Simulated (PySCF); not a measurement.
CH2I2. Atoms are numbered in the order given.

```xyz
5

I     -1.8264     0.0000    -0.0909
C      0.0000     0.0000     1.0511
I      1.8264     0.0000    -0.0909
H      0.0000    -0.9064     1.6634
H      0.0000     0.9064     1.6634
```

Geometry: TPSSh-D3(BJ)/def2-SVP. The def2 effective core potentials stand for the cores of I; spin–orbit coupling is left out.

Calculation: r2SCAN/def2-TZVPD (PySCF).

Symmetry labels are those of the subgroup C2v that the program uses (full group C2v).

**Question.** List the valence orbital energies around the gap with their symmetry. (The exact figures need the calculation; the answer reports its results.)

**Answer.** 
```tsv
orbital	symmetry	energy (eV)
HOMO−7	A1	-16.38
HOMO−6	B2	-12.01
HOMO−5	A1	-10.35
HOMO−4	B1	-9.80
HOMO−3	A1	-7.06
HOMO−2	A2	-6.91
HOMO−1	B2	-6.74
HOMO	B1	-6.59
LUMO	A1	-2.80
LUMO+1	B1	-1.37
LUMO+2	A1	0.35
LUMO+3	B1	0.76
```
